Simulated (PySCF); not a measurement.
**A search over the determinants of NaSe**

Unrestricted PBE0; PySCF, no relativity, basis sets Na def2-SVP, Se def2-SVP. Outer shells of the fragments: Na 3s1; Se 3d10 4s2 4p4.

Followed along the bond (rough minima from three points):

```tsv
2Ms+1	unpaired	⟨S²⟩ at the start	R at minimum (Å)	Te (eV)
2	π ↑	0.75	2.61	0.00
2	σ ↑	0.75	2.53	0.66
4	σ ↑, π ↑↑	3.75	none in the scan	≤ 2.37
```

Solutions found at the starting distance of 2.690 Å, counted from the lowest of them; the search is not exhaustive and high or unbound solutions are not listed, so other states can lie among these:

```json
{"2Ms+1": "2", "unpaired": "π ↑", "term": "²Π", "E (eV)": "0.00", "⟨S²⟩": "0.75", "⟨Lz²⟩": "1.01", "μ (D)": "-8.28"}
{"2Ms+1": "2", "unpaired": "σ ↑", "term": "²Σ⁺", "E (eV)": "0.70", "⟨S²⟩": "0.75", "⟨Lz²⟩": "0.00", "μ (D)": "-8.98"}
{"2Ms+1": "4", "unpaired": "σ ↑, π ↑↑", "term": "⁴Σ⁻", "E (eV)": "2.51", "⟨S²⟩": "3.75", "⟨Lz²⟩": "0.00", "μ (D)": "3.39"}
{"2Ms+1": "2", "unpaired": "σ ↓, π ↑↑", "term": "mixed", "E (eV)": "2.56", "⟨S²⟩": "1.75", "⟨Lz²⟩": "0.00", "μ (D)": "3.68"}
{"2Ms+1": "4", "unpaired": "σ ↑↑, π ↑", "term": "⁴Π", "E (eV)": "2.91", "⟨S²⟩": "3.75", "⟨Lz²⟩": "1.01", "μ (D)": "3.24"}
{"2Ms+1": "2", "unpaired": "σ ↑, π ↑↓", "term": "mixed", "E (eV)": "2.95", "⟨S²⟩": "1.76", "⟨Lz²⟩": "2.01", "μ (D)": "3.53"}
```

A term symbol is given only where ⟨S²⟩ and ⟨Lz²⟩ are close to those of a pure state; real π, δ and φ orbitals otherwise mix terms. A positive dipole means Na(−)Se(+).

Spin–orbit coupling is left out. Counting both spins, an empty level lies below a filled one in some of these solutions, because spin and occupation are held.
